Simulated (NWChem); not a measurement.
C3H4N2; SMILES C(/C)=N\C#N

```xyz
9

C     -0.1246    -2.2505     0.0000
C      0.3414    -0.8455     0.0000
N     -0.4804     0.1343     0.0000
C     -0.0497     1.3949     0.0000
N      0.2215     2.5266     0.0000
H      0.2729    -2.7792    -0.8824
H      0.2729    -2.7792     0.8824
H     -1.2209    -2.2979     0.0000
H      1.4336    -0.6732     0.0000
```
Atoms are numbered in this order, from 1.

Level: PBE0/def2-SVP (NWChem), optimised geometry, unscaled harmonic frequencies. 

```json
[
 {"frequency (cm⁻¹)": "168", "IR intensity (km/mol)": "1.1"},
 {"frequency (cm⁻¹)": "178", "IR intensity (km/mol)": "1.8"},
 {"frequency (cm⁻¹)": "187", "IR intensity (km/mol)": "1.1"},
 {"frequency (cm⁻¹)": "451", "IR intensity (km/mol)": "8.5"},
 {"frequency (cm⁻¹)": "540", "IR intensity (km/mol)": "13.0"},
 {"frequency (cm⁻¹)": "601", "IR intensity (km/mol)": "4.0"},
 {"frequency (cm⁻¹)": "887", "IR intensity (km/mol)": "6.3"},
 {"frequency (cm⁻¹)": "893", "IR intensity (km/mol)": "15.4"},
 {"frequency (cm⁻¹)": "1095", "IR intensity (km/mol)": "0.0"},
 {"frequency (cm⁻¹)": "1112", "IR intensity (km/mol)": "10.0"},
 {"frequency (cm⁻¹)": "1163", "IR intensity (km/mol)": "13.2"},
 {"frequency (cm⁻¹)": "1364", "IR intensity (km/mol)": "8.8"},
 {"frequency (cm⁻¹)": "1407", "IR intensity (km/mol)": "19.8"},
 {"frequency (cm⁻¹)": "1435", "IR intensity (km/mol)": "23.5"},
 {"frequency (cm⁻¹)": "1440", "IR intensity (km/mol)": "14.5"},
 {"frequency (cm⁻¹)": "1774", "IR intensity (km/mol)": "159.1"},
 {"frequency (cm⁻¹)": "2370", "IR intensity (km/mol)": "78.8"},
 {"frequency (cm⁻¹)": "3055", "IR intensity (km/mol)": "0.3"},
 {"frequency (cm⁻¹)": "3084", "IR intensity (km/mol)": "20.6"},
 {"frequency (cm⁻¹)": "3135", "IR intensity (km/mol)": "0.5"},
 {"frequency (cm⁻¹)": "3199", "IR intensity (km/mol)": "1.7"}
]
```

The zero-point energy comes out as 42.2 kcal/mol and the thermal correction to the enthalpy at 298.15 K (with zero-point energy) is 46.2 kcal/mol. The heat capacity Cv comes out as 17.4 cal/(mol K). The entropy at 298.15 K and 1 atm (symmetry number 1) is 72.5 cal/(mol K) and the dipole moment is 5.33 D.

Rigid rotor and harmonic oscillator.
